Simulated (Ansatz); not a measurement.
C₂H₄BBrS, SMILES `CB(Br)C=S`, 9 atoms. Total charge 0; spin multiplicity 1. Correlated methods include outer-core shells of Br, which these sets cover unevenly. Scalar relativity is left out up to krypton. All runs use 4 threads of an Arm Neoverse V1 on a shared host. Correlated methods freeze the cores.

Task: How many basis functions does each run have, and how long does it take in Ansatz? RHF-MP2/def2-QZVPP energy; RKS PBE0-D4/def2-QZVPP energy; RKS PBE0-D4/def2-TZVP relaxation (23 steps); RKS ωB97M-V/def2-SVP energy; direct RPA on PBE orbitals/def2-TZVPP energy; RKS B97M-V/def2-TZVPP energy; RKS BHLYP-D4/def2-TZVPP energy; RKS PBE0-D4/def2-TZVPP energy; RHF-CCSD(T)/def2-SVP energy; RHF-CCSD(T)/def2-TZVPP energy; RKS B3LYP-D4/def2-TZVPP energy and forces; RKS ωB97M-V/def2-QZVPP energy. (Best estimate.)

Result: The calculation gave: Other jobs shared the machine, so times are rough.

```json
{"level": "RKS PBE0-D4/def2-TZVPP", "job": "energy", "functions": "239", "wall time": "3.9 s", "peak host memory (GiB)": "0.69"}
{"level": "RKS BHLYP-D4/def2-TZVPP", "job": "energy", "functions": "239", "wall time": "4.2 s", "peak host memory (GiB)": "0.74"}
{"level": "RKS B3LYP-D4/def2-TZVPP", "job": "energy and forces", "functions": "239", "wall time": "6 s", "peak host memory (GiB)": "0.74"}
{"level": "direct RPA on PBE orbitals/def2-TZVPP", "job": "energy", "functions": "239", "wall time": "6.5 s", "peak host memory (GiB)": "0.56"}
{"level": "RKS ωB97M-V/def2-SVP", "job": "energy", "functions": "112", "wall time": "6.5 s", "peak host memory (GiB)": "0.47"}
{"level": "RHF-CCSD(T)/def2-SVP", "job": "energy", "functions": "112", "wall time": "9.5 s", "peak host memory (GiB)": "0.55"}
{"level": "RKS PBE0-D4/def2-QZVPP", "job": "energy", "functions": "450", "wall time": "11 s", "peak host memory (GiB)": "1.8"}
{"level": "RKS B97M-V/def2-TZVPP", "job": "energy", "functions": "239", "wall time": "12 s", "peak host memory (GiB)": "0.42"}
{"level": "RKS ωB97M-V/def2-QZVPP", "job": "energy", "functions": "450", "wall time": "25 s", "peak host memory (GiB)": "2.1"}
{"level": "RHF-MP2/def2-QZVPP", "job": "energy", "functions": "450", "wall time": "31 s", "peak host memory (GiB)": "2.7"}
{"level": "RKS PBE0-D4/def2-TZVP", "job": "relaxation (23 steps)", "functions": "202", "wall time": "110 s", "peak host memory (GiB)": "0.62"}
{"level": "RHF-CCSD(T)/def2-TZVPP", "job": "energy", "functions": "239", "wall time": "3.8 min", "peak host memory (GiB)": "4.6"}
```

B3LYP here is the variant with VWN-RPA as its local correlation; programs differ in this.
